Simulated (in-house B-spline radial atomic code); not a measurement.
A run on Pr that did not converge. Method: Dirac-Kohn-Sham CAM-B3LYP, spherical fractional occupations, Fermi nucleus of rms radius 4.8919 fm; computed with a B-spline radial code for spherical atoms.

Command:
```bash
python run_scf.py task.json out
```
Settings (nuclear radius in fm, mass in u):
```
Z                59
configuration    [Xe] 4f3 6s2
hamiltonian      dirac
method           camb3lyp
spin_polarised   False
nucleus          fermi
rms_radius       4.8919
atomic_mass      140.90766
speed_of_light   137.035999084
```

First and last ten iterations of the last attempt (damped for 15 steps, keeping 80 % of the old Fock matrix, then DIIS):
```
 iter        energy (Eh)    residual
    1       -9232.833524    5.66e-01
    2       -9233.463903    5.20e-01
    3       -9238.157889    3.33e-01
    4       -9240.491680    2.03e-01
    5       -9241.602295    1.17e-01
    6       -9242.107972    7.21e-02
    7       -9242.328410    4.58e-02
    8       -9242.420870    2.80e-02
    9       -9242.458794    1.92e-02
   10       -9242.474572    1.46e-02
  111       -9239.349425    1.38e-01
  112       -9242.486019    6.28e-03
  113       -9242.485763    6.49e-03
  114       -9239.352502    1.38e-01
  115       -9239.352473    1.38e-01
  116       -9239.352445    1.38e-01
  117       -9239.352362    1.38e-01
  118       -9239.352460    1.38e-01
  119       -9239.352561    1.38e-01
  120       -9239.352658    1.38e-01
 not converged after 120 iterations
```

The smallest residual met was 4.5e-03; the threshold is about 6e-07. No energy from this run should be used. Cost of the run: 4.5 min on 1 thread of Arm Neoverse V2, with other jobs on the host.
